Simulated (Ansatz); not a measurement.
An input meant for Ge2S2 (charge 0, singlet).

```yaml
crystal:
  periodic: [false, false, false]
  atoms:
    - {symbol: Ge, position_ang: [-2.301993, 1.686286, -0.111554]}
    - {symbol: Ge, position_ang: [2.250508, -1.576925, -0.776988]}
    - {symbol: S, position_ang: [-1.813566, -2.576979, 0.240376]}
    - {symbol: S, position_ang: [1.865051, 2.467618, 0.648147]}
basis:
  gaussian: {orbitals: ANO-RCC-VTZP, fitting: {mean_field: def2-universal-jkfit}}
hamiltonian: {xc: {name: PBEsol}, dispersion: d4}
scf: {lower_state_search: off}
```

```sh
$ ansatz run in.yaml --threads 4 --pin off --events-out ev --progress --plain --max-ram 4787MiB
```

Output, abridged:

```
Functional definition: PBEsol
788 factors; integrals over basis functions are off by at most 4.4e-1 eV
mean field evaluation 1: about -135764.1157 eV, gradient 7.3e1 eV
mean field evaluation 2: about -135239.9507 eV, gradient 2.5e2 eV
mean field evaluation 4: about -135799.8823 eV, gradient 1.4e1 eV
mean field evaluation 8: about -135799.8826 eV, gradient 1.4e1 eV
mean field evaluation 16: about -135800.5045 eV, gradient 2.7e-6 eV
mean field -135800.50451450 eV, -4990.5764920197 hartree, gradient 2.7e-6 eV, S^2 0.000000; 0 other end points of the search recorded, 0 dependent functions left out
reference -135800.50456848 eV, -4990.5764940037 hartree; 48, 48 occupied and 106, 106 virtual orbitals, 788 factors
Total energy: -135800.55967076 eV, -4990.5785189752 hartree
Relativity: scalar
Checks for a lower state left out: stability, starts, cluster_reference, orbital_swaps, neighbouring_geometries, increment
```

In this input the coordinates are in bohr but typed as ångström. The calculation finished and met its thresholds. The result belongs to that input, not to the species as meant.

DK, ANO-RCC and x2c sets are all-electron and run with scalar relativity unless a key says otherwise.
